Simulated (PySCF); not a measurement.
An unknown gives this computed stick spectrum. Computed with PySCF 2.14.0, density-fitted response routines, TDDFT B3LYP/def2-SVPD, vertical, gas phase, core orbitals frozen in the response. Geometries: GFN2-xTB, one conformer each.

```
state  λ (nm)       f
   S1   221.7  0.0047
   S2   204.2   0.117
   S3   196.0   0.010
   S4   191.8  0.0063
   S5   182.2   0.026
   S6   178.2  0.0005
   S7   174.7   0.023
   S8   173.3   0.012
```

Orbital energies (eV): HOMO-3 -9.15, HOMO-2 -8.62, HOMO-1 -7.94, HOMO -6.67, LUMO -0.39, LUMO+1 -0.22, LUMO+2 0.57.

Question: Which candidate is it? All have the formula C4H6O2Si.
A. `O=COC1=C[C@H]1[SiH3]`
B. `O[SiH2]c1ccoc1`
C. `C#CC(=O)C[SiH2]O`

Answer: B. Its S1, at 5.59 eV, is the highest among the candidates; the nearest of the others has S1 at 4.73 eV. S1 is HOMO→LUMO (51%), HOMO→LUMO+1 (48%). Löwdin shares by element: HOMO carbon 84% (atoms not listed hold the other 16%); LUMO carbon 32% or more, silicon 15%, oxygen 13% or more (atoms not listed hold the other 41%). At the same level the other candidates give, for their lowest levels:
- `C#CC(=O)C[SiH2]O`: 316 nm (f 0.004); 259 nm (f 0.007); 234 nm (f 0.002); 219 nm (f 0.166); 205 nm (f 0.060); T1 3.43 eV; HOMO -7.89, LUMO -2.41 eV
- `O=COC1=C[C@H]1[SiH3]`: 262 nm (f 0.089); 228 nm (f 0.003); 208 nm (f 0.001); 203 nm (f 0.025); 189 nm (f 0.005); T1 3.59 eV; HOMO -6.70, LUMO -1.35 eV

Shape of the structure used: `[OH:1][SiH2:2][c:3]1[cH:4][cH:5][o:6][cH:7]1`: O1–Si2–C3–C4 -172°, H–O1–Si2–C3 57°.
Triplets come from the Tamm–Dancoff approximation.
